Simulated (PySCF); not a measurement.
## r2SCAN on Cs (caesium, neutral)

Configuration: [Xe] 6s1, 2S determinant. All numbers are calculated (PySCF 2.14, scalar relativity by spin-free X2C-1e, in aug-cc-pVTZ-X2C).

```
Total energy                        : -7786.13 hartree
One-electron energy                 : -10642.92 hartree
Hartree (Coulomb) energy            : 3051.24 hartree
Exchange-correlation energy         : -194.45 hartree
⟨S²⟩                                : 0.7505
⟨L²⟩                                : 0.000
Sum of ⟨r⟩                          : 41.89 bohr
Sum of ⟨r²⟩                         : 88.04 bohr²
Langevin diamagnetic susceptibility : -69.7 ×10⁻⁶ cm³/mol
```

```tsv
shell	electrons	mean orbital energy (eV)	rms radius, mean of both spins (bohr)
1s α	1	-35783.1	0.0298
1s β	1	-35783.1	0.0298
2s α	1	-5631.2	0.121
2s β	1	-5631.2	0.121
2p α	3	-5053.1	0.108
2p β	3	-5053.1	0.108
3s α	1	-1178.3	0.319
3s β	1	-1178.3	0.319
3p α	3	-990.48	0.319
3p β	3	-990.48	0.319
3d α	5	-712.89	0.297
3d β	5	-712.89	0.297
4s α	1	-225.14	0.739
4s β	1	-225.13	0.739
4p α	3	-164.65	0.788
4p β	3	-164.64	0.788
4d α	5	-75.812	0.903
4d β	5	-75.797	0.903
5s α	1	-27.597	1.87
5s β	1	-27.567	1.87
5p α	3	-14.061	2.23
5p β	3	-14.017	2.23
6s α	1	-2.312	6.04
```

Spin-orbit coupling, which splits the p, d and f shells strongly at this Z, is absent.

Densities and radii are taken from the X2C orbitals without a picture-change correction, which distorts them close to the nucleus.
